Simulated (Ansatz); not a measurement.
## Worked example: a bond strength in CH3ClF2Si (SMILES C[Si](F)(F)Cl)

CH3ClF2Si has 8 atoms, charge 0, and is taken as a singlet. SMILES: `C[Si](F)(F)Cl`. The shape was relaxed beforehand at B3LYP/def2-SVP.

```xyz
8

C    -0.8159   -0.3004    0.5170
Si    0.6935    0.1564   -0.4409
F     2.0153   -0.4835    0.2268
F     0.6202   -0.4250   -1.9439
Cl    0.9713    2.1863   -0.5647
H    -0.9252   -1.3959    0.5557
H    -0.7506    0.0809    1.5477
H    -1.7163    0.1241    0.0467
```

Wanted: the dissociation energy of the Si2–C1 bond into doublet SiClF2 and doublet CH3 (shapes relaxed at B3LYP/def2-SVP, no zero-point term). 1 Eh = 2625.50 kJ/mol = 27.2114 eV. Totals in Eh; open shells run unrestricted unless said.

| level | program | CH3ClF2Si | doublet SiClF2 | doublet CH3 |
| --- | --- | --- | --- | --- |
| HF/def2-SVP | Ansatz | -986.697435 | -947.037290 | -39.532746 |
| PBE/def2-SVP | Ansatz | -988.473945 | -948.574196 | -39.740216 |
| MP2/def2-SVP, 13 core orbitals frozen | Ansatz | -987.434939 | -947.612114 | -39.659372 |

Task: Work out the dissociation energy at each level.

Result: 
1. HF/def2-SVP: (-947.037290) + (-39.532746) − (-986.697435) = 0.127399 Eh = 334.5 kJ/mol = 3.47 eV.
2. PBE/def2-SVP: (-948.574196) + (-39.740216) − (-988.473945) = 0.159533 Eh = 418.9 kJ/mol = 4.34 eV.
3. MP2/def2-SVP: (-947.612114) + (-39.659372) − (-987.434939) = 0.163453 Eh = 429.1 kJ/mol = 4.45 eV.

The levels span 334 to 429 kJ/mol; no measured value is set beside them. Hartree–Fock lacks the correlation of the bonding electrons, so it comes out low. A bond enthalpy at 298 K also holds the loss of zero-point energy and thermal terms.
